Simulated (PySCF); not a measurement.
## Radial density of Zn²⁺ (zinc, charge +2)

UHF, [Ar] 3d10, closed-shell 1S. Calculation: PySCF 2.14, in aug-cc-pwCVTZ-PP with ECP10MDF (8s8p7d4f3g, 122 functions); scalar relativity through the core potential. This is the valence pseudo-density: the core potential removes the inner electrons and smooths the orbitals near the nucleus.

```tsv
r (bohr)	4πr²ρ (e/bohr)
0.00574	1.252e-05
0.00965	3.391e-05
0.0162	9.216e-05
0.0273	0.0003618
0.0459	0.003455
0.0772	0.04505
0.130	0.4606
0.219	3.206
0.368	14.37
0.618	24.57
1.04	10.27
1.75	1.435
2.94	0.06160
4.95	0.0001645
```

Energies and moments cover only the electrons outside the core potential.
